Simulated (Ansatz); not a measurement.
CunHm: PBE-D4/def2-TZVP single points in Ansatz on relaxed structures, gas phase. Each cluster is the lowest isomer that a short search found in that spin, judged at the geometry's level, and lower ones may exist. HOMO and LUMO are taken over both spins. Binding counts from free atoms in the multiplicity of their measured ground term, without zero-point energy. Singlets are spin-restricted. The spins of the ions were chosen, not always searched. A dash marks a value that wasn't run or was left out as unsound. The structures are stationary points that may keep the symmetry of their start.

| species | atoms | state | geometry | HOMO (eV) | LUMO (eV) | gap (eV) | vertical IE (eV) | binding per atom (eV) | lowest of the spins relaxed | point group (within 0.1 Å) |
| --- | --- | --- | --- | --- | --- | --- | --- | --- | --- | --- |
| Cu2H3 | 5 | doublet; oxidised ion triplet | PBE-D4/def2-TZVP | -6.41 | -5.80 | 0.61 | 9.56 | 1.76 | doublet, of doublet/quartet | C2v |
| Cu2H4 | 6 | singlet | r2SCAN-D4/def2-TZVP | -5.10 | -2.30 | 2.80 | 8.32 | 2.02 | – | Cs |
| Cu3H4 | 7 | doublet; oxidised ion singlet | PBE-D4/def2-SVP | -5.24 | -4.57 | 0.67 | 8.09 | 1.99 | doublet, of doublet/quartet | Cs |
| Cu5H6 | 11 | doublet | r2SCAN-D4/def2-SVP | -4.85 | -4.52 | 0.33 | – | 2.26 | – | – |

**Question.** Estimate the rows for Cu3H (singlet, PBE-D4/def2-TZVP geometry); Cu4H5 (doublet, r2SCAN-D4/def2-SVP geometry).

**Answer.** 
| species | atoms | state | geometry | HOMO (eV) | LUMO (eV) | gap (eV) | vertical IE (eV) | binding per atom (eV) | lowest of the spins relaxed | point group (within 0.1 Å) |
| --- | --- | --- | --- | --- | --- | --- | --- | --- | --- | --- |
| Cu3H | 4 | singlet | PBE-D4/def2-TZVP | -4.91 | -3.71 | 1.20 | 7.76 | 1.58 | singlet, of singlet/triplet/quintet | Cs |
| Cu4H5 | 9 | doublet | r2SCAN-D4/def2-SVP | -4.56 | -4.13 | 0.43 | – | 2.18 | – | C4v |

The gap (eV) runs from 0.33 (Cu5H6) to 2.80 (Cu2H4). It doesn't follow size steadily. The vertical IE (eV) runs from 7.76 (Cu3H) to 9.56 (Cu2H3). It doesn't follow size steadily. The binding per atom (eV) runs from 1.58 (Cu3H) to 2.26 (Cu5H6). It doesn't follow size steadily.
